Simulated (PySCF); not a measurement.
# Relaxation of doublet ReF₄

Method: UB3LYP/[Re def2-SVP with ECP60, F def2-SVP], scalar-relativistic core potentials, density fitting, no spin–orbit coupling, PySCF. A (50,194) grid was used.

A hand-made tetrahedral start, of Td symmetry, held to at least that symmetry:

Coordinates in bohr (charge 0 multiplicity 2):
```
Re    0.0000    0.0000    0.0000
F     3.0088   -0.0001    2.1276
F    -3.0088    0.0000    2.1276
F     0.0001    3.0089   -2.1275
F    -0.0001   -3.0087   -2.1276
```

Q: What does it relax to?

A: It ends at Td with Re–F 1.879 Å (×4); F–Re–F 109.5° (×6). No frequency check is given, so it may be a saddle point. Other isomers or separated fragments may lie lower. A symmetry-breaking gradient of 0.0042 Eh/bohr is left: the electronic state wants a lower symmetry.

Q: How much energy is released, and in how many steps?

A: 30.7 kJ/mol in 3 steps.

Other spin states or occupations of the open shell can lie lower. At this level a quartet minimum of D4h symmetry lies 115 kJ/mol below this structure. No spin–orbit coupling is included, which matters more the heavier the element.
